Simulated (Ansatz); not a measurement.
Geometry optimisation, RKS BLYP/def2-SVP in Ansatz 0.2.0.

The input (input.yaml):

```yaml
crystal:
  periodic: [false, false, false]
  atoms:
    - { symbol: Si, position_ang: [-1.715123, 0.092574, 0.637955] }
    - { symbol: Cl, position_ang: [0.740713, 2.157108, -0.588351] }
    - { symbol: H, position_ang: [-2.800921, -0.803224, 1.154137] }
    - { symbol: H, position_ang: [-1.120429, 0.868787, 1.764451] }
    - { symbol: H, position_ang: [-2.25263, 0.962656, -0.446314] }
    - { symbol: H, position_ang: [1.60177, -1.237929, -0.017243] }
    - { symbol: F, position_ang: [-0.552933, -0.929079, 0.010731] }
    - { symbol: H, position_ang: [1.534706, 1.101633, -0.578218] }
    - { symbol: O, position_ang: [2.404285, -0.982465, -0.511036] }
    - { symbol: H, position_ang: [2.160664, -1.230061, -1.426213] }
basis:
  gaussian: { orbitals: def2-SVP }
hamiltonian:
  xc: blyp
relax:
  f_tol: 0.03
  max_steps: 50
```

Command:

```bash
$ ansatz run input.yaml --threads 2 --pin off --max-ram 3072MiB --backend cpu --events-out ev --progress --plain --runs-dir out
```

Where does it end, and by what steps?

It converged. The force dipped under the threshold on the way, but the program's further checks kept it going. After 9 steps the energy has fallen by 0.181 eV; H6 moved furthest, 0.38 Å.

| step | energy less start (eV) | largest force component (eV/Å) | accepted |
| --- | --- | --- | --- |
| 0 | 0.0000 | 0.351 | yes |
| 1 | -0.0879 | 0.617 | yes |
| 2 | -0.1442 | 0.647 | yes |
| 3 | -0.1588 | 0.486 | yes |
| 4 | -0.1722 | 0.133 | yes |
| 5 | -0.1780 | 0.083 | yes |
| 6 | -0.1797 | 0.069 | yes |
| 7 | -0.1803 | 0.036 | yes |
| 8 | -0.1808 | 0.013 | yes |
| 9 | -0.1810 | 0.030 | yes |

```xyz
10
Properties=species:S:1:pos:R:3
Si -1.692 0.019 0.663
Cl 1.084 2.095 -0.556
H -2.832 -0.790 1.196
H -1.159 0.928 1.717
H -2.104 0.736 -0.578
H 1.299 -1.061 -0.154
F -0.508 -1.088 0.266
H 1.689 0.887 -0.537
O 2.151 -0.741 -0.536
H 2.073 -0.985 -1.482
```

Time of the run: 12 s on 2 threads of Intel(R) Xeon(R) Platinum 8488C (Sapphire Rapids), on a shared host, peak memory 0.16 GiB.
